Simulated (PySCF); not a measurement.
# What a mistake does to a calculation on Ge2H5NO

Calculated results; nothing here was measured. They come from PySCF 2.14.0, an open-source quantum chemistry program, on an isolated molecule that a program drew, which may never have been made. The molecule is Ge2H5NO (charge 0, singlet), drawn as the SMILES string `[OH][GeH2][NH][GeH]`.

Each row is a Hartree-Fock (HF) and frozen-core CCSD(T) single point in the cc-pVDZ basis, meant for a local HF minimum. Run 1 is clean. Each other run has one planted mistake out of seven kinds, and not every kind appears here: one electron removed, one electron added, multiplicity raised by two, geometry at a saddle point, minimal basis STO-3G, one bond length entered in bohr, all coordinates scaled. The reference is restricted for singlets and unrestricted otherwise, and also for a bond in bohr. Adding or removing an electron swaps singlet and doublet. Electrons count all cores. HOMO and LUMO are orbital energies over both spins, the gradient is its largest component, and the lowest frequency (negative if imaginary) is given only where the gradient is small. Bond lengths are over the 8 bonds as drawn. T1 is the CCSD diagnostic: over 0.02 (restricted) or 0.045 (unrestricted) a single reference is doubtful. Germanium has the cc-pVDZ-PP basis, with a core potential (ECP10MDF) in place of its 10 inner electrons, and its 3s, 3p and 3d shells are frozen in CCSD(T).

Geometry of the clean run:
```xyz
9
Ge2H5NO, angstrom
O    -0.9302    0.2423   -0.4535
Ge   -0.0060   -1.2535   -0.7249
N     1.7904   -0.9700   -0.4322
Ge    2.9490   -1.5099    0.8800
H    -0.8596    0.6061    0.4172
H    -0.2695   -1.5669   -2.1922
H    -0.4597   -2.3428    0.2391
H     2.2216   -0.3967   -1.1396
H     1.8556   -2.3106    1.7139
```

| run | electrons | basis functions | <S^2> | HOMO (eV) | LUMO (eV) | gradient (hartree/bohr) | lowest frequency (cm^-1) | mean bond (Å) | longest bond (Å) | T1 | HF (hartree) | CCSD(T) (hartree) | mistake |
|---|---|---|---|---|---|---|---|---|---|---|---|---|---|
| 1 | 84 | 99 | 0.000 | -9.01 | 1.18 | 1.1e-05 | 37 | 1.5056 | 1.842 | 0.0171 | -719.00606 | -719.60177 | no fault |
| 2 | 84 | 99 | 2.009 | -7.01 | -0.37 | 3.2e-02 | - | 1.5056 | 1.842 | 0.0170 | -718.93701 | -719.51103 | multiplicity raised by two |
| 3 | 83 | 99 | 0.778 | -16.37 | -7.14 | 6.9e-02 | - | 1.5056 | 1.842 | 0.0248 | -718.70977 | -719.28693 | one electron removed |
| 4 | 85 | 99 | 0.765 | -0.24 | 8.20 | 5.5e-02 | - | 1.5056 | 1.842 | 0.0161 | -718.98792 | -719.58756 | one electron added |
| 5 | 84 | 99 | 0.772 | -9.10 | 1.08 | 1.6e-02 | - | 1.6177 | 1.904 | 0.0544 | -718.87079 | -719.46346 | ? |
| 6 | 84 | 99 | 0.000 | -9.14 | 1.01 | 3.3e-02 | - | 1.5629 | 1.912 | 0.0193 | -718.99383 | -719.59916 | ? |

**Which mistake was planted in run 5, and what did it cost?**

The mean bond changes by a factor of 1.074 and the longest by 1.034, so the molecule wasn't scaled as a whole. A length L in bohr read as angstrom grows by (1/0.5292 - 1) L = 0.890 L. The 8 bonds together grew by 8 x 0.1121 = 0.897 Å, which gives L = 1.008 Å. That is bond N3-H8, 1.008 Å in the clean geometry. So the mistake is: one bond length entered in bohr. Subtracting run 1 and multiplying by 627.51 kcal/mol a hartree, the energy moved by 84.9 kcal/mol in HF and 86.8 kcal/mol in CCSD(T).

**Which mistake was planted in run 6, and what did it cost?**

The mean and the longest bond both change by the same factor, 1.038, and the gradient is no longer small. So the mistake is: all coordinates scaled. Subtracting run 1 and multiplying by 627.51 kcal/mol a hartree, the energy moved by 7.7 kcal/mol in HF and 1.6 kcal/mol in CCSD(T).

Cautions from the logs. Run 4: the added electron raises the CCSD(T) energy, so it isn't bound in this basis; run 5: T1 is over the limit, so its CCSD(T) energy is less reliable.
